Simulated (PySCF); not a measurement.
Input file for PySCF: R-B3LYP/6-31G* on CH3F (SMILES CF) with ghost functions, monomers drawn apart or pushed together.

```python
from pyscf import gto, scf, dft, mp
from pyscf.data.elements import chemcore

mol = gto.M(
    atom='''
    C     0.63250050   -0.02879038    3.41968055
    F    -0.47407272   -0.75329321    2.97164365
    H     1.11552861    0.43367338    2.55887900
    H     0.28576035    0.73379517    4.11679407
    H     1.31669899   -0.71668730    3.91606638
    ghost-C   -0.13296582   -0.10574667    0.11218648
    ghost-C    0.35732020    0.38157968   -0.86583565
    ghost-H   -0.55975168   -0.53367843    0.98988141
    ghost-H    0.78737977    0.81099856   -1.73748790
    ''',
    basis='6-31g*',
    cart=True,
    charge=0, spin=0, verbose=3, max_memory=1800)
mf = dft.RKS(mol, xc='b3lyp')
mf.conv_tol = 1e-8
mf.max_cycle = 100
mf.kernel()
if not mf.converged:
    mf = mf.newton().run(mf.mo_coeff, mf.mo_occ)
```

It printed:

```
converged SCF energy = -139.73749709547
```

Self-consistency was reached.

Cost: roughly 2.5 core-seconds.
